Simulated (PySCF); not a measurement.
Predicted microwave data (PBE0/pcSseg-1 in PySCF (dipole) on a GFN2-xTB geometry, gas phase) for one isomer of C8H5FO2:

* Rotational constants: A = 1872, B = 796.1, C = 558.6 MHz
* Dipole components: |μa| = 2.31 D, |μb| = 4.17 D, |μc| = 0.00 D
* Inertial defect: 0.00 u·Å²
* κ: -0.64

**Question.** Which candidate fits, each taken in the one conformer that was computed?
A. `[O:1]=[CH:2][c:3]1[cH:4][cH:5][cH:6][c:7]([C:8](=[O:9])[F:10])[cH:11]1` with O1–C2–C3–C4 180°, C6–C7–C8–O9 0°
B. `[O:1]=[CH:2][c:3]1[cH:4][cH:5][c:6]([C:7](=[O:8])[F:9])[cH:10][cH:11]1` with O1–C2–C3–C4 0°, C5–C6–C7–O8 180°
C. `[O:1]=[C:2]([OH:3])[c:4]1[c:5]([F:6])[cH:7][cH:8][c:9]2[c:10]1[CH2:11]2` with O1–C2–O3–H 0°, O1–C2–C4–C5 180°

**Answer.** A. It is O=Cc1cccc(C(=O)F)c1, an asymmetric top, point group Cs. The candidates at the same level (rigid rotor, commonest isotopes):

```tsv
SMILES	A (MHz)	B (MHz)	C (MHz)	μa (D)	μb (D)	μc (D)	Δ (u·Å²)	point group	rotor
O=Cc1cccc(C(=O)F)c1	1872	796.1	558.6	2.31	4.17	0.00	0.00	Cs	asymmetric top
O=Cc1ccc(C(=O)F)cc1	3526	571.6	491.9	1.22	1.28	0.00	0.00	Cs	near-prolate asymmetric top
O=C(O)c1c(F)ccc2c1C2	1715	1105	674.9	1.77	0.60	0.00	-3.33	Cs	asymmetric top
```

`O=C(O)c1c(F)ccc2c1C2` has B 39 % too high; `O=Cc1ccc(C(=O)F)cc1` has A 88 % too high. In the right answer the mirror of this Cs structure is the ab plane, so μc vanishes by symmetry. No structure here is proved a minimum.
